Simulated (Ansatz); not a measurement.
Basis-set extrapolation for `BBC=C` (PBE0-D4/def2-TZVP geometry, frozen core, Ansatz 0.2.0). Multiplicity 1, RHF reference.

```tsv
	def2-TZVPP	def2-QZVPP
HF	-128.577531	-128.583519
MP2 correlation	-0.516847	-0.549762
CCSD(T) correlation	-0.588094	not run
```

Energies in hartree. Use E(X) = E(∞) + A·exp(−7.88·√X) for Hartree–Fock and E(X) = E(∞) + B·X^(−2.97) for correlation, with X = 3 and 4, and add CCSD(T) minus MP2 of the smaller set to the MP2 limit.

Question: What is the CCSD(T) energy at the basis-set limit?

Answer: HF limit: -128.583519 + (-0.005988) × 0.13774 = -128.58434. MP2 limit: -0.549762 + (-0.032915) × 0.74074 = -0.57414. Higher-order term: -0.588094 − (-0.516847) = -0.07125. Total: -129.22973 hartree, 1.74 eV below CCSD(T)/def2-TZVPP.
